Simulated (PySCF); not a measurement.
**A small calculation by hand: oscillator strength and radiative lifetime**

B(F)(H)(NHMe) (CH₅BFN), SMILES CNBF.

Geometry: PBE0-D3(BJ)/def2-SVP. One conformer was computed; it need not be the lowest.

TDDFT-PBE0/def2-SVPD run with PySCF puts the first singlet state with f over 0.02 at 7.73 eV (vertical), with the transition dipole (-0.443, 0.924, 0.000) in atomic units.

Question: Find the oscillator strength, the wavelength and the radiative lifetime that this transition would have in vacuum if emission retraced absorption.

Answer: 
|μ|² = 1.0500 au, so |μ| = 2.60 D. ΔE = 7.73/27.211 = 0.2841 hartree. f = (2/3) ΔE |μ|² = 0.199 (the program prints 0.199).
λ = 1239.84/7.73 = 160 nm; ν = 62347 cm⁻¹.
Einstein's coefficient A = 0.6670 ν² f s⁻¹ (ν in cm⁻¹) = 5.2e8 s⁻¹, so τ = 1/A = 1.9 ns. This state is S2; the lower singlet has f = 0.001. The figure is the radiative limit of this one transition; relaxation, internal conversion, crossing to triplets and a medium change what is measured.
